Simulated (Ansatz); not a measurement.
Si₃O₄⁻. The state is a doublet with charge -1. Geometry relaxed at r2SCAN-D4/def2-SVPD.

```xyz
7

Si   -0.4664    0.1233    2.0857
Si    0.5350   -1.3562    0.5236
Si   -0.3400    1.0635   -0.8162
O    -0.7528    1.2920    0.7429
O     0.3759   -0.4109   -0.9330
O     1.2180   -2.7518    0.3847
O    -0.5696    2.0400   -1.9877
```

The relaxation made no stability test and no search for a lower SCF solution. The structure comes from a short search, and lower isomers may exist.

Task: Estimate the harmonic wavenumbers at UKS r2SCAN-D4/def2-SVPD (Ansatz, unscaled). Is this a minimum?

Result: 103, 134, 207, 207, 264, 298, 365, 393, 411, 586, 667, 883, 933, 1139, 1241 cm⁻¹. Yes, no mode is imaginary beyond noise. Zero-point energy 46.8 kJ/mol. Hardware: 4 threads of Arm Neoverse V2 on a shared host. Wall time 2.9 min.
